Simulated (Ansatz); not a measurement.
**Reading a saddle point**

A first-order saddle point of SiHClF$_{2}$, singlet, PBE0-D4/def2-TZVP, with one imaginary mode of 976i cm⁻¹:

Si1  (0.316, -0.283, 0.493)
F2  (-1.016, -0.473, 1.326)
F3  (0.497, -1.634, -0.313)
H4  (0.667, 1.150, -0.199)
Cl5  (-0.465, 1.241, -1.308)
(Å)

Computed with Ansatz 0.2.0 (basis: def2-TZVPP and def2-QZVPP); correlated methods freeze the cores. Extrapolation: Hartree–Fock as exp(−7.88 √X), correlation as X^−2.97.

(1) Which contacts change along the imaginary mode, and what lies on either side? (A judgement: the text doesn't fix the answer.)

(2) Which side is lower, and how far does the saddle lie above each? (Judge from chemistry; the value comes from the calculation.)

T1 diagnostic: at most 0.015. The restricted Hartree–Fock reference is unstable towards an unrestricted one at one or more of these structures.

Results:

(1) By the calculation: The step is SiF₂ + HCl → SiHClF₂ ([F][SiH]([F])[Cl]), with the molecules in contact on both sides. Shortening one way: Si1–H4, Si1–Cl5; lengthening the same way: H4–Cl5.
| pair | one side (Å) | saddle (Å) | other side (Å) |
| --- | --- | --- | --- |
| Si1–H4 | 3.45 | 1.63 | 1.46 |
| Si1–Cl5 | 3.13 | 2.49 | 2.02 |
| H4–Cl5 | 1.28 | 1.59 | 2.90 |

(2) Computed: The side with Si1–H4, Si1–Cl5 short is lower by 241.3 kJ/mol; the saddle lies 327.2 kJ/mol above it and 85.9 kJ/mol above the other (CCSD(T) at an estimated basis limit (MP2 extrapolated from triple and quadruple zeta, plus CCSD(T) − MP2 in triple zeta); electronic energies).

Losses and insertions of silylenes and their heavier kin drive the gas-phase chemistry of silicon and germanium vapour deposition.

Labels in which every atom is bracketed show which atoms are joined, not bond orders.

For scale, one of the runs: CCSD(T)/def2-TZVPP, 160 basis functions, launched by `ansatz run in.yaml --threads 2 --pin off --events-out ev --progress --plain --max-ram 4352MiB`. The run took 34 s on 2 CPU threads of an Arm Neoverse V2 (shared host), with 1.2 GiB of host memory at its peak.
